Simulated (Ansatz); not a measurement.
Consider the redistribution: `[NH2][Al]([NH2])[Br]` + `[F][GeH3]` → `[NH2][Al]([F])[Br]` + `[NH2][GeH3]`.

Gas-phase electronic energies from Ansatz, PBE0-D4/def2-TZVP geometries. CCSD(T)/CBS adds triple-zeta CCSD(T) − MP2 to the extrapolated MP2 energy (def2 sets, frozen cores). Functionals use def2-TZVPP. For Br, Ge outer-core shells are correlated without core-valence functions, which leaves a few kJ/mol of doubt a bond. Scalar relativity is left out up to krypton. One conformer a species, not always the lowest.

```csv
level,ΔE (eV)
LDA (SPW92),-0.37
r2SCAN0-D4,-0.36
RPA@PBE/def2-TZVPP,-0.39
CCSD/def2-SVP,-0.41
```

**Question.** What does CCSD(T)/CBS give? (Best estimate.)

**Answer.** Ansatz gave: -0.41 eV. The listed levels differ from it by 0.04, 0.05, 0.02, 0.00 eV.

Largest T1 diagnostic among the species: 0.012.

In def2-TZVPP, CCSD(T) changes the Hartree–Fock value by −0.09 eV (the triples alone add −0.00 eV) and MP2 by −0.10 eV. Leaving LDA and LC-ωPBE aside and taking each functional with its dispersion term where it has one, the values, not all of them listed here, spread over 0.05 eV, from PBE-QIDH to CAM-B3LYP-D4.
